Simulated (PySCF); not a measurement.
Löwdin shares of the frontier orbitals

C₅H₈N₂Si.
Cartesian coordinates in Å at the GFN2-xTB level; atoms count from 1:
```xyz
16
C5H8N2Si angstrom
C      3.158   -0.600    0.209
C      2.007   -0.928    0.213
C      0.607   -1.276    0.221
Si    -0.487    0.253   -0.127
C     -2.344   -0.068    0.070
N      0.016    1.470    0.979
C     -0.218    0.704   -1.937
N     -0.062    0.994   -3.034
H      4.175   -0.345    0.205
H      0.355   -1.694    1.198
H      0.431   -2.054   -0.525
H     -2.906    0.852   -0.055
H     -2.708   -0.774   -0.670
H     -2.576   -0.466    1.053
H      1.000    1.582    1.168
H     -0.456    2.358    1.020
```

Method used: TDDFT CAM-B3LYP/def2-SVPD, vertical, gas phase, core orbitals frozen in the response in PySCF.

Kohn–Sham orbitals with the atoms that hold most of them (Löwdin shares over 4%, at most four atoms; ? is withheld):

```json
{"orbital": "HOMO-3", "ε (eV)": "-10.94", "atoms": "N8 32%, C7 26%, C5 18%, Si4 9%"}
{"orbital": "HOMO-2", "ε (eV)": "-9.63", "atoms": "N6 59%, Si4 9%, H15 6%, H16 6%"}
{"orbital": "HOMO-1", "ε (eV)": "-9.46", "atoms": "?"}
{"orbital": "HOMO", "ε (eV)": "?", "atoms": "C1 34%, C2 31%, C3 12%, Si4 6%"}
{"orbital": "LUMO", "ε (eV)": "0.74", "atoms": "?"}
{"orbital": "LUMO+1", "ε (eV)": "1.00", "atoms": "C7 19%, N8 19%, C5 15%, Si4 15%"}
{"orbital": "LUMO+2", "ε (eV)": "1.01", "atoms": "N8 18%, C7 18%, Si4 15%, C3 11%"}
```

Question: Which atoms hold the LUMO, and with what shares?

Answer: Si4 (bonded to 3 C and N) 23%; C7 (bonded to N and Si) 14%; N8 (bonded to C) 12%; H16 (bonded to N) 10%.

Question: Give the leading atoms of the HOMO-1.

Answer: C1 (bonded to C and H) 40%; C2 (bonded to 2 C) 39%; C3 (bonded to C, Si and 2 H) 8%.

Question: What is the HOMO energy, and the HOMO–LUMO gap?

Answer: ε(HOMO) = -9.08 eV; the gap is 9.83 eV (0.3611 hartree).

Question: The HOMO–LUMO gap is 9.83 eV. Where does the response calculation put the lowest singlet, and from which orbitals?

Answer: S1 is at 6.55 eV (f = 0.0013), 3.28 eV below the gap, made of HOMO→LUMO+5 (29%), HOMO→LUMO+4 (19%), HOMO-1→LUMO+3 (10%). 

Next come S2 at 6.77 eV (f 0.031), HOMO→LUMO (21%), HOMO→LUMO+3 (20%), HOMO-1→LUMO+5 (12%); S3 at 6.85 eV (f 0.0005), HOMO-1→LUMO+3 (43%), HOMO-1→LUMO+6 (12%); S4 at 6.88 eV (f 0.031), HOMO-2→LUMO (59%), HOMO→LUMO+3 (10%), HOMO→LUMO (9%); S5 at 7.14 eV (f 0.0024), HOMO→LUMO+2 (39%), HOMO-2→LUMO+2 (11%).

On one thread of an Arm Neoverse N1, shared host with 64 logical CPUs at a one-minute load of 58, this took 2.1 min wall (grids of density and orbitals included) and 1.1 GiB of memory at its peak.

One conformer stands for the species.
